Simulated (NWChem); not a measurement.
System: PbHOF, singlet; SMILES [OH][Pb][F]

Excerpt of the output:

```
             Northwest Computational Chemistry Package (NWChem) 7.3.0
             --------------------------------------------------------

 CS  symmetry detected

                             Geometry "geometry" -> ""
                             -------------------------

 Output coordinates in angstroms (scale by  1.889725989 to convert to a.u.)

  No.       Tag          Charge          X              Y              Z
 ---- ---------------- ---------- -------------- -------------- --------------
    1 Pb                  82.0000     0.26355035     0.03971512     0.00000000
    2 F                    9.0000    -0.93211906    -1.64428515     0.00000000
    3 O                    8.0000    -1.37708867     1.33801428     0.00000000
    4 H                    1.0000    -2.20534826     0.83781213     0.00000000

 Effective nuclear repulsion energy (a.u.)     390.4556150808

      Symmetry information
      --------------------

 Group name             Cs
 Group number              2
 Group order               2
 No. of unique centers     4

 Summary of "ao basis" -> "ao basis" (spherical)
 ------------------------------------------------------------------------------
       Tag                 Description            Shells   Functions and Types
 ---------------- ------------------------------  ------  ---------------------
 Pb                         def2-svp                10       26   4s4p2d
 F                          def2-svp                 6       14   3s2p1d
 O                          def2-svp                 6       14   3s2p1d
 H                          def2-svp                 3        5   2s1p

      Symmetry analysis of basis
      --------------------------

        a'         42
        a"         17

            General Information
            -------------------
          SCF calculation type: DFT
          Wavefunction type:  closed shell.
          No. of atoms     :     4
          No. of electrons :    40
           Alpha electrons :    20
            Beta electrons :    20
          Charge           :     0
          Spin multiplicity:     1
          Use of symmetry is: on ; symmetry adaption is: on
          Maximum number of iterations: 150
          AO basis - number of functions:    59
                     number of shells:    25
          Convergence on energy requested:  1.00D-06
          Convergence on density requested:  1.00D-05
          Convergence on gradient requested:  5.00D-04

              XC Information
              --------------
                     Hartree-Fock (Exact) Exchange  1.000
                     LC-wPBE(h)Exchange Functional  1.000
            Perdew 1991 LDA Correlation Functional  1.000 local
           PerdewBurkeErnz. Correlation Functional  1.000 non-local

           Range-Separation Parameters
           ---------------------------
           Alpha           :  0.00
           Beta            :  1.00
           Gamma           :  0.25
           Short-Range HF  :     F

             Grid Information
             ----------------
          Grid used for XC integration:  medium
          Radial quadrature: Mura-Knowles
          Angular quadrature: Lebedev.
          Tag              B.-S. Rad. Rad. Pts. Rad. Cut. Ang. Pts.
          ---              ---------- --------- --------- ---------
          Pb                  1.80      123           9.0       590
          F                   0.50       49           8.0       434
          O                   0.60       49           8.0       434
          H                   0.35       45          10.0       434
          Grid pruning is: on
          Number of quadrature shells:   266
          Spatial weights used:  Erf1

      Superposition of Atomic Density Guess
      -------------------------------------

 Sum of atomic energies:        -393.84303752

      Non-variational initial energy
      ------------------------------

 Total energy =    -366.183254
 1-e energy   =    -814.559761
 2-e energy   =     329.923823
 HOMO         =      -0.369336
 LUMO         =      -0.041374

      Symmetry analysis of molecular orbitals - initial
      -------------------------------------------------

  Numbering of irreducible representations:

     1 a'          2 a"

  Orbital symmetries:

     1 a'          2 a'          3 a'          4 a'          5 a'
     6 a"          7 a'          8 a'          9 a'         10 a'
    11 a"         12 a"         13 a'         14 a'         15 a'
    16 a'         17 a"         18 a'         19 a"         20 a'
    21 a"         22 a'         23 a'         24 a'         25 a'
    26 a"         27 a'         28 a'         29 a"         30 a"

   convergence    iter        energy       DeltaE   RMS-Dens  Diis-err
 ---------------- ----- ----------------- --------- --------- ---------
 d= 0,ls=0.0,diis     1   -368.1688175191 -4.87D+02  3.22D-02  1.32D+00
 d= 0,ls=0.0,diis     2   -367.9482514733  2.21D-01  1.60D-02  4.21D+00
 d= 0,ls=0.0,diis     3   -368.3397517034 -3.92D-01  1.60D-03  4.73D-03
 d= 0,ls=0.0,diis     4   -368.3400326569 -2.81D-04  6.11D-04  3.98D-03
 d= 0,ls=0.0,diis     5   -368.3403527823 -3.20D-04  2.48D-04  7.07D-04
  Resetting Diis
 d= 0,ls=0.0,diis     6   -368.3404155884 -6.28D-05  5.24D-05  7.26D-06
 d= 0,ls=0.0,diis     7   -368.3404168154 -1.23D-06  1.23D-05  1.41D-07
 d= 0,ls=0.0,diis     8   -368.3404168896 -7.42D-08  5.40D-06  1.82D-08

         Total DFT energy =     -368.340416889626
      One electron energy =     -817.204124943159
           Coulomb energy =      365.838573267979
    Exchange-Corr. energy =      -35.427548388028
 Nuclear repulsion energy =      118.452683173582

 Numeric. integr. density =       39.999996960002

                  Occupations of the irreducible representations
                  ----------------------------------------------

                     irrep           alpha         beta
                     --------     --------     --------
                     a'               15.0         15.0
                     a"                5.0          5.0

                       DFT Final Molecular Orbital Analysis
                       ------------------------------------

 Vector   18  Occ=2.000000D+00  E=-3.898302D-01  Symmetry=a'
              MO Center= -6.3D-01, -7.5D-01,  4.5D-16, r^2= 2.9D+00
   Bfn.  Coefficient  Atom+Function         Bfn.  Coefficient  Atom+Function
  ----- ------------  ---------------      ----- ------------  ---------------
    31      0.497319  2 F  py                34     -0.355557  2 F  py
     3      0.293446  1 Pb s                 45     -0.215286  3 O  py
     1     -0.212150  1 Pb s                 30      0.200408  2 F  px
    12      0.191256  1 Pb py                 4      0.187923  1 Pb s
    11      0.175165  1 Pb px                48     -0.149052  3 O  py

 Vector   19  Occ=2.000000D+00  E=-3.566512D-01  Symmetry=a"
              MO Center= -1.3D+00,  1.1D+00,  6.2D-16, r^2= 1.4D+00
   Bfn.  Coefficient  Atom+Function         Bfn.  Coefficient  Atom+Function
  ----- ------------  ---------------      ----- ------------  ---------------
    46      0.583001  3 O  pz                49      0.449696  3 O  pz
    32      0.181935  2 F  pz                35     -0.139261  2 F  pz
    13      0.121924  1 Pb pz                16      0.098030  1 Pb pz
    18     -0.080506  1 Pb d -1              20     -0.059583  1 Pb d  1
    23      0.051881  1 Pb d -1              10     -0.044053  1 Pb pz

 Vector   20  Occ=2.000000D+00  E=-3.492822D-01  Symmetry=a'
              MO Center= -7.3D-01,  5.4D-01, -1.9D-15, r^2= 3.2D+00
   Bfn.  Coefficient  Atom+Function         Bfn.  Coefficient  Atom+Function
  ----- ------------  ---------------      ----- ------------  ---------------
    45      0.432357  3 O  py                48      0.338388  3 O  py
    11      0.280502  1 Pb px                30      0.270432  2 F  px
     3      0.263470  1 Pb s                 44     -0.233346  3 O  px
     4      0.201756  1 Pb s                 33     -0.197921  2 F  px
     1     -0.186708  1 Pb s                 47     -0.160217  3 O  px

 Vector   21  Occ=0.000000D+00  E=-1.472137D-02  Symmetry=a"
              MO Center=  2.1D-01,  7.4D-02, -9.3D-15, r^2= 3.7D+00
   Bfn.  Coefficient  Atom+Function         Bfn.  Coefficient  Atom+Function
  ----- ------------  ---------------      ----- ------------  ---------------
    16      0.580510  1 Pb pz                13      0.537318  1 Pb pz
    46     -0.211166  3 O  pz                49     -0.198139  3 O  pz
    10     -0.185133  1 Pb pz                 7     -0.179398  1 Pb pz
    32      0.167531  2 F  pz                35     -0.145006  2 F  pz
    25     -0.063634  1 Pb d  1              20      0.059038  1 Pb d  1

 Vector   22  Occ=0.000000D+00  E= 5.441806D-02  Symmetry=a'
              MO Center=  4.2D-01,  8.3D-02, -5.5D-16, r^2= 4.4D+00
   Bfn.  Coefficient  Atom+Function         Bfn.  Coefficient  Atom+Function
  ----- ------------  ---------------      ----- ------------  ---------------
    15      0.792379  1 Pb py                12      0.401411  1 Pb py
    43     -0.272254  3 O  s                 29      0.259225  2 F  s
    30     -0.174337  2 F  px                 9     -0.153456  1 Pb py
    17     -0.153172  1 Pb d -2              33      0.149280  2 F  px
     6     -0.147760  1 Pb py                22      0.112608  1 Pb d -2

[...]
```

Level: LC-wPBE (HJS exchange hole, range parameter 0.25 per bohr)/def2-SVP with def2 effective core potentials on Pb, vertical spin-unrestricted ions. Low-valent species are run as closed-shell singlets; no triplet was tried in these runs. All runs use the structure optimised with PBE0/def2-SVP. def2 effective core potentials on Pb; no spin-orbit coupling.

**Question.** Write an input that gives this output.

**Answer.** This is not unique; one that fits is the input that was run:
```
start job
memory heap 200 mb stack 900 mb global 1100 mb
geometry units angstroms noautoz
  Pb     0.291751     0.055623     0.000000
  F     -1.113682    -1.457731     0.000000
  O     -1.165205     1.557141     0.000000
  H     -2.051716     1.169437     0.000000
end
basis spherical
  * library def2-svp
end
ecp
  Pb library def2-ecp
end
dft
  xc xwpbe 1.00 cpbe96 1.0 hfexch 1.00
  cam 0.25 cam_alpha 0.0 cam_beta 1.0
  iterations 150
  vectors input atomic output neutral.movecs
end
task dft energy
charge 1
dft
  odft
  mult 2
  vectors input atomic output cation.movecs
end
task dft energy
```
